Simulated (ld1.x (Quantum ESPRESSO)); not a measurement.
**ytterbium (Yb): one change to a TM semilocal potential, before and after**

```json
{"Element": "ytterbium", "Generator": "ld1.x (Quantum ESPRESSO) 7.5", "Type": "norm-conserving Troullier–Martins (semilocal form)", "Functional": "PBE", "Relativity": "scalar-relativistic", "Frozen core": "[Xe]", "Valence charge": "16", "Reference configuration": "4f14 5d0 6s2 6p0", "Partial waves": "6s (bound): rc 3.30 bohr; 5d (bound, empty): rc 2.10 bohr; 4f (bound): rc 1.15 bohr; 6p (bound, empty): rc 4.20 bohr", "Local potential": "the p channel", "Core correction": "Bessel-smoothed model core inside 0.60 bohr"}
```

Change: wave 6s (bound): rc 3.30 bohr becomes 6s (bound): rc 2.42 bohr.

Cutoffs: the cutoffs (Ry, on a coarse ladder) from which the occupation-weighted sum of valence levels, in a spherical-Bessel basis at the reference potential, stays within 10 and 1 mRy of its value at 400 Ry; they do not see the model core or the augmentation charge, which bear on the density cutoff. Errors are all-electron minus pseudo energies relative to the spin-unpolarised reference configuration.

What does the change do?

The number of tests that count goes from 6 to 7; of the 6 tests that both files solve, the error grows in 0 and shrinks in 2 by more than 15 % and 0.3 meV (median size 282.3 → 255.6 meV); neither file shows a bound ghost at the reference potential, the only one tested. A semilocal file is local in each channel, so a ghost entry of none says nothing of the separable form that plane-wave codes build from it.

```csv
quantity,base,changed
bound ghosts,none,none
"tests counted (converged, no solver errors)",6 of 7,7 of 7
"error for 4f14 5d0 6s1 6p0, meV [ΔE 6.53 eV]",-6.6,-4.4
"error for 4f14 5d0 6s0 6p0, meV [ΔE 18.78 eV]",-58,-54
"error for 4f13 5d0 6s0 6p0, meV [ΔE 45.36 eV]",-1206,-1304
"error for 4f13 5d1 6s1 6p0, meV [ΔE 12.29 eV]",-507,-458
"error for 4f14 5d1 6s1 6p0, meV [ΔE 3.26 eV]",-12,-9.7
"error for 4f12 5d0 6s0 6p0, meV [ΔE 91.77 eV]",-5537,-5776
s: phases at 4.57 bohr within 0.05 rad from the reference energy up to (Ry; the scan ends near 5),0.8,0.6
p: phases at 4.57 bohr within 0.05 rad from the reference energy up to (Ry; the scan ends near 5),1.1,1.1
d: phases at 4.57 bohr within 0.05 rad from the reference energy up to (Ry; the scan ends near 5),3.0,3.0
f: phases at 4.57 bohr within 0.05 rad from the reference energy up to (Ry; the scan ends near 5),2.3,2.3
```

Base: Tests not counted: 4f14 5d0 6s1 6p1 (solver errors, printed error -3.0 eV). These tests converged, but a pseudo level misses the all-electron one widely, so the file describes the atom poorly there or has found another state: 4f13 5d0 6s0 6p0: 4f by 2.6 eV; 4f12 5d0 6s0 6p0: 4f by 6.3 eV. Changed file: These tests converged, but a pseudo level misses the all-electron one widely, so the file describes the atom poorly there or has found another state: 4f13 5d0 6s0 6p0: 4f by 2.7 eV; 4f12 5d0 6s0 6p0: 4f by 6.5 eV.
